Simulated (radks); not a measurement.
Valence configurations of the molybdenum ion Mo+ (all share [Kr]). All-electron calculation, scalar-relativistic Kohn-Sham, LDA (Slater exchange, Perdew-Wang correlation), spin-unpolarised, spherical densities, finite nucleus; Fermi nuclear charge, rms radius 4.4091 fm. Program: a radial shooting solver on a logarithmic mesh with Libxc functionals. Energies are relative to 4d5; eigenvalues in eV.

| valence | E (eV) | e(4d) | e(5p) | e(5s) |
|---|---|---|---|---|
| 4d5 | 0.000 | -10.659 | - | - |
| 4d3 5p2 | 13.135 | -17.658 | -8.833 | - |
| 4d4.5 5p0.5 | 2.504 | -12.342 | -6.877 | - |
| 4d3.5 5s1 5p0.5 | 4.381 | -14.782 | -7.635 | -12.223 |
| 4d4 5s1 | 1.083 | -12.973 | - | -11.282 |
| 4d4.5 5s0.5 | 0.394 | -11.782 | - | -10.713 |
| 4d4 5p1 | 5.492 | -14.071 | -7.570 | - |
| 4d3.5 5s1.5 | 2.098 | -14.231 | - | -11.853 |
| 4d2 5p3 | 23.220 | -21.381 | -10.010 | - |
| 4d3.5 5s0.5 5p1 | 6.688 | -15.320 | -7.935 | -12.576 |

NIST lists [Kr] 4d5 as the ground configuration; this level of theory agrees among the configurations tried. The energies are those of spherical spin-averaged densities, not of single terms.
